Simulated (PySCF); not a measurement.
Computed with ωB97X-D3(BJ)/def2-TZVP // PBE0-D3(BJ)/def2-SVP run with PySCF. Gas-phase values, no solvent. One relaxed conformer stands for a flexible species; it need not be the lowest. 

Reference species (SMILES): `Bc1ccc(s1)O` (neutral, multiplicity 1).

- HOMO–LUMO gap: 9.00 eV
- HOMO: -8.83 eV

Changed species: `Bc1cscc1O`.

Task: Predict the effect on the HOMO–LUMO gap and HOMO.

Result: the HOMO–LUMO gap hardly moves; the HOMO rises by 0.03 eV, to -8.80 eV.
